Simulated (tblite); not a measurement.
C5H5N2 (doublet state).
InChI=1S/C5H5N2/c1-4-3-7-5(4)2-6/h6H,1,3H2

Level: GFN2-xTB in tblite, geometry and Hessian alike; calculated harmonic values, unscaled, isolated species. The method is semi-empirical: single wavenumbers can be off by several per cent or more. Open shells enter through the occupations alone, without spin polarisation, and single modes of such species can be off by tens of per cent.

Harmonic wavenumbers (cm⁻¹): 115.1, 125.3, 201.4, 314.6, 332.6, 499.4, 513.9, 592.0, 622.0, 705.6, 797.0, 876.8, 910.5, 923.1, 951.4, 1024.2, 1034.2, 1127.1, 1194.0, 1235.9, 1377.8, 1404.3, 1440.9, 1756.6, 2129.3, 2937.3, 2963.5, 3095.5, 3123.2, 3351.9.

A = 5077, B = 2223, C = 1567 MHz; mass 93.045 u (most abundant isotopes); point group C1, symmetry number 1; spin multiplicity 2.

Question: What is the zero-point energy?

Answer: ½Σν̃ = 18838 cm⁻¹ = 225.35 kJ/mol.

Question: What is S at 298.15 K and 1 bar for an ideal gas of classical rigid rotors and harmonic oscillators?

Answer: Translation 165.39, rotation 114.22, vibration 60.50, spin (R ln 2) 5.76: S = 345.9 J/(mol K).

Question: And Cp and H(298.15 K) − H(0)?

Answer: Cp = 110.87 J/(mol K), of which vibrations give 77.61 (their classical limit is 30 R = 249.4); H(298.15 K) − H(0) = 20.48 kJ/mol without the zero-point energy, 10.57 from vibrations.

Question: How do the functions run with temperature in this model?

Answer: 
```tsv
T (K)	S (J/(mol K))	Cp (J/(mol K))	H − H(0) (kJ/mol)	G − H(0) (kJ/mol)	ln q(vib)
50	228.6	40.9	1.76	-9.66	0.07
100	261.4	55.0	4.17	-21.97	0.47
373.15	373.0	131.2	29.57	-109.61	4.11
500	415.5	159.4	48.09	-159.66	6.01
750	487.9	196.8	93.02	-272.87	9.75
1000	547.9	220.3	145.36	-402.56	13.25
```

q(vib) and H(0) count from the zero-point level.

Question: What must be added to the electronic energy to get the Gibbs energy at 298.15 K and 1 bar?

Answer: ZPE + [H(298.15 K) − H(0)] − T·S = 225.35 + 20.48 − 103.12 = 142.71 kJ/mol.

Question: Which modes carry the vibrational entropy at 298.15 K?

Answer: 115.1 cm⁻¹: 13.31; 125.3 cm⁻¹: 12.62; 201.4 cm⁻¹: 8.87; 314.6 cm⁻¹: 5.60; 332.6 cm⁻¹: 5.22; 499.4 cm⁻¹: 2.76 J/(mol K); the other 24 give 12.12 together.

Hindered rotation and anharmonicity are outside this model. The structure is chiral; the term R ln 2 for an equal mix with its mirror image is left out.
